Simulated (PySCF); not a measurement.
Dipole moment and polarisability of `C#C[Si@@H](C)N=C`

Compound: C4H7NSi.
Atom-mapped SMILES: `[CH:1]#[C:2][Si@@H:3]([CH3:4])[N:5]=[CH2:6]` (hydrogens: H7 on C1; H8 on Si3; H9, H10, H11 on C4; H12, H13 on C6)

Structure used (GFN2-xTB), in Å, numbered top down from 1:
```
atom  x, y, z in Å
C1    -0.812    2.880    0.057
C2    -0.484    1.738    0.234
Si3   -0.010   -0.028    0.534
C4    -1.508   -1.164    0.280
N5     1.049   -0.374   -0.788
C6     2.231   -0.752   -0.891
H7    -1.098    3.881   -0.103
H8     0.524   -0.145    1.903
H9    -1.867   -1.107   -0.743
H10   -1.270   -2.202    0.492
H11   -2.321   -0.868    0.935
H12    2.900   -0.957   -0.049
H13    2.660   -0.900   -1.879
```

Level: PBE0/def2-SVPD (PySCF), static field, nuclei fixed, core orbitals frozen in the response. The polarisability tensor in these axes (au):

```
x    85.38 -10.06  -6.12
y   -10.06  88.58  -0.01
z    -6.12  -0.01  67.30
```

**Question.** What are the eigenvalues, a third of the trace, and Δα (Δα² = ½Σ(αi − αj)² over the three pairs)?

**Answer.** Principal values 64.97, 78.58 and 97.70 au; mean 80.42 au = 11.92 Å³ = 13.26 × 10⁻⁴⁰ C²·m²/J; Δα = 28.48 au (35 % of the mean).

**Question.** What is the dipole moment, and where does it point?

**Answer.** (0.77, -0.61, 0.37) D, 1.05 D in size, pointing from the negative to the positive side. Measured along this direction, the outermost atoms are H7 at the negative end and H12 at the positive end.

**Question.** In TDDFT the mean static polarisability is Σ f/ω² over all singlet excitations (ω in hartree). How much of it do the 6 lowest give? Their energies (eV) and oscillator strengths: 3.99, 0.0003; 5.90, 0.0057; 6.00, 0.0312; 6.15, 0.0111; 6.19, 0.0119; 6.44, 0.0051.

**Answer.** They add up to 1.32 au, 1.6 % of the 80.42 au; the largest single term is 0.64 au, from the state at 6.00 eV. Terms in order: 0.02, 0.12, 0.64, 0.22, 0.23, 0.09 au. Higher excitations give the rest. The strengths listed sum to 0.065.

**Question.** Give the principal axes and the span of the nuclei along them.

**Answer.** Largest value along (-0.67, 0.73, 0.13), where the nuclei span 6.25 Å; middle along (0.66, 0.66, -0.36), 4.35 Å; least along (0.35, 0.15, 0.92), 3.43 Å. The response follows the extents in order.

**Question.** What depolarisation ratio follows for Rayleigh scattering of linearly polarised light, taking the static tensor?

**Answer.** ρ = 3Δα²/(45ᾱ² + 4Δα²) = 2433.4/(291024 + 3244.5) = 0.00827.

Isolated species at its GFN2-xTB geometry (one conformer only).
